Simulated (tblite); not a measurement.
Compound: C₄H₂F₂O₃.
Cartesian coordinates in Å at the GFN2-xTB level; atoms count from 1:
```xyz
11
C4H2F2O3 angstrom
O      0.592   -0.262    2.387
C      0.781   -0.149    1.235
O      1.875    0.403    0.573
C      1.311    0.183   -0.668
O      1.715    0.461   -1.737
C      0.067   -0.489   -0.080
C     -1.271    0.190   -0.366
F     -2.273   -0.449    0.270
F     -1.267    1.461    0.086
H     -0.024   -1.558   -0.281
H     -1.500    0.211   -1.444
```

Calculated harmonic vibrations of the isolated species, GFN2-xTB (tblite), most abundant isotopes, no scaling. The method is semi-empirical: single wavenumbers can be off by several per cent or more. One conformer, not necessarily the lowest.

Harmonic wavenumbers (cm⁻¹): 46.3, 104.9, 117.7, 139.4, 309.3, 419.0, 438.1, 528.7, 548.9, 642.8, 672.4, 753.5, 842.6, 875.5, 918.6, 1007.1, 1057.7, 1100.6, 1109.4, 1131.8, 1219.6, 1254.9, 1268.0, 1907.6, 1974.5, 2883.5, 2977.6.

A = 2293, B = 1505, C = 1095 MHz; mass 135.997 u (most abundant isotopes); point group C1, symmetry number 1.

Question: What is the zero-point energy?

Answer: ½Σν̃ = 13125 cm⁻¹ = 37.53 kcal/mol.

Question: Give the ideal-gas entropy at 298.15 K and 1 bar in the rigid-rotor, harmonic-oscillator model (classical rotation).

Answer: Translation 40.66, rotation 28.83, vibration 20.39: S = 89.9 cal/(mol K).

Question: And Cp and H(298.15 K) − H(0)?

Answer: Cp = 28.72 cal/(mol K), of which vibrations give 20.77 (their classical limit is 27 R = 53.7); H(298.15 K) − H(0) = 5.51 kcal/mol without the zero-point energy, 3.14 from vibrations.

Question: What must be added to the electronic energy to get the Gibbs energy at 298.15 K and 1 bar?

Answer: ZPE + [H(298.15 K) − H(0)] − T·S = 37.53 + 5.51 − 26.80 = 16.24 kcal/mol.

Question: Blend soft modes into free rotors: weight 1/[1 + (100 cm⁻¹/ν̃)⁴] for the oscillator and the rest for a rotor with moment μB/(μ + B), μ = h/(8π²ν), B = 10⁻⁴⁴ kg m². What vibrational entropy results?

Answer: 18.64 cal/(mol K) in place of 20.39, which changes −T·S at 298.15 K by +0.52 kcal/mol.

Question: Which modes carry the vibrational entropy at 298.15 K?

Answer: 46.3 cm⁻¹: 4.97; 104.9 cm⁻¹: 3.36; 117.7 cm⁻¹: 3.14; 139.4 cm⁻¹: 2.81; 309.3 cm⁻¹: 1.37; 419.0 cm⁻¹: 0.90 cal/(mol K); the other 21 give 3.85 together.

Question: How do the functions run with temperature in this model?

Answer: 
| T (K) | S (cal/(mol K)) | Cp (cal/(mol K)) | H − H(0) (kcal/mol) | G − H(0) (kcal/mol) | ln q(vib) |
| --- | --- | --- | --- | --- | --- |
| 50 | 57.8 | 12.1 | 0.48 | -2.41 | 0.41 |
| 100 | 67.3 | 15.5 | 1.17 | -5.55 | 1.34 |
| 373.15 | 96.9 | 33.5 | 7.85 | -28.29 | 6.28 |
| 500 | 107.6 | 39.9 | 12.52 | -41.27 | 8.50 |
| 750 | 125.4 | 47.7 | 23.58 | -70.48 | 12.63 |
| 1000 | 139.8 | 52.2 | 36.11 | -103.69 | 16.37 |

q(vib) and H(0) count from the zero-point level.

Hindered rotation and anharmonicity are outside this model. Other conformers, if any are populated, would add a mixing term that is left out. The structure is chiral; the term R ln 2 for an equal mix with its mirror image is left out.

Run on one thread of an x86-64 server (shared host). The figure is for the frequency step alone.
